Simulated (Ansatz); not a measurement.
`[SiH3]/C=C/Br`, charge 0, multiplicity 1.

Give a relaxed structure at PBE0-D4/def2-TZVP (the Gaussian-basis code of Ansatz). (Estimate.)

Ansatz gave: 
```xyz
9

Si    0.1289   -1.3294   -0.3092
C     0.4914    0.4572    0.0627
C    -0.4837    1.3103    0.3341
Br   -0.2101    3.1353    0.7214
H     0.8120   -2.2112    0.6737
H    -1.3397   -1.5428   -0.2357
H     0.6183   -1.6845   -1.6673
H     1.5176    0.8160    0.0594
H    -1.5346    1.0491    0.3609
```
Point group Cs.
This is one stationary point; other conformers may exist.
